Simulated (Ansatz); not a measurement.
Relaxation of CH₂OSTe (6 atoms, charge 0, multiplicity 1), to a largest force component of 0.02 eV/Å in at most 50 steps.

Computed with Ansatz 0.2.0, RKS PBE0-D4/def2-SVP.

```xyz
6
Properties=species:S:1:pos:R:3:forces:R:3
O -0.339 -1.679 0.155 0.36 4.14 -0.57
C -0.047 -0.474 0.011 -0.46 -5.95 0.84
S 1.633 -0.008 0.253 1.92 0.37 -1.20
Te -1.395 1.012 -0.520 -1.75 1.47 0.66
H 1.981 -0.227 -1.107 -0.41 0.23 1.45
H -1.790 1.313 1.162 0.34 -0.27 -1.19
```

**Question.** Where does it end, and by what steps?

**Answer.** The run converged. The force dipped under the threshold on the way, but the program's further checks kept it going. After 20 steps the energy has fallen by 1.161 eV; S3 moved furthest, 1.01 Å.

```json
{"step": "0", "energy less start (eV)": "0.0000", "largest force component (eV/Å)": "5.947", "accepted": "yes"}
{"step": "1", "energy less start (eV)": "-0.3868", "largest force component (eV/Å)": "2.575", "accepted": "yes"}
{"step": "2", "energy less start (eV)": "-0.4903", "largest force component (eV/Å)": "0.575", "accepted": "yes"}
{"step": "3", "energy less start (eV)": "-0.5073", "largest force component (eV/Å)": "0.761", "accepted": "yes"}
{"step": "4", "energy less start (eV)": "-0.5949", "largest force component (eV/Å)": "0.343", "accepted": "yes"}
{"step": "5", "energy less start (eV)": "-0.6522", "largest force component (eV/Å)": "1.551", "accepted": "yes"}
{"step": "6", "energy less start (eV)": "-0.8460", "largest force component (eV/Å)": "0.834", "accepted": "yes"}
{"step": "7", "energy less start (eV)": "-0.9444", "largest force component (eV/Å)": "1.084", "accepted": "yes"}
{"step": "8", "energy less start (eV)": "-1.0589", "largest force component (eV/Å)": "0.235", "accepted": "yes"}
{"step": "9", "energy less start (eV)": "-1.0967", "largest force component (eV/Å)": "0.208", "accepted": "yes"}
{"step": "10", "energy less start (eV)": "-1.1214", "largest force component (eV/Å)": "0.479", "accepted": "yes"}
{"step": "11", "energy less start (eV)": "-1.0241", "largest force component (eV/Å)": "1.248", "accepted": "no"}
{"step": "12", "energy less start (eV)": "-1.1444", "largest force component (eV/Å)": "0.164", "accepted": "yes"}
{"step": "13", "energy less start (eV)": "-1.1553", "largest force component (eV/Å)": "0.087", "accepted": "yes"}
{"step": "14", "energy less start (eV)": "-1.1581", "largest force component (eV/Å)": "0.116", "accepted": "yes"}
{"step": "15", "energy less start (eV)": "-1.1597", "largest force component (eV/Å)": "0.092", "accepted": "yes"}
{"step": "16", "energy less start (eV)": "-1.1607", "largest force component (eV/Å)": "0.015", "accepted": "yes"}
{"step": "17", "energy less start (eV)": "-1.1604", "largest force component (eV/Å)": "0.040", "accepted": "no"}
{"step": "18", "energy less start (eV)": "-1.1607", "largest force component (eV/Å)": "0.034", "accepted": "yes"}
{"step": "19", "energy less start (eV)": "-1.1608", "largest force component (eV/Å)": "0.025", "accepted": "yes"}
{"step": "20", "energy less start (eV)": "-1.1609", "largest force component (eV/Å)": "0.004", "accepted": "yes"}
```

```xyz
6
Properties=species:S:1:pos:R:3
O -0.467 -1.420 0.820
C 0.072 -0.559 0.207
S 1.736 -0.755 -0.413
Te -0.885 1.355 -0.240
H 1.831 0.462 -0.992
H -2.245 0.852 0.571
```

Whether the end is a true minimum wasn't checked by a vibrational analysis.

Run time: 53 s on 2 threads of Arm Neoverse V1, on a shared host, peak memory 0.18 GiB.
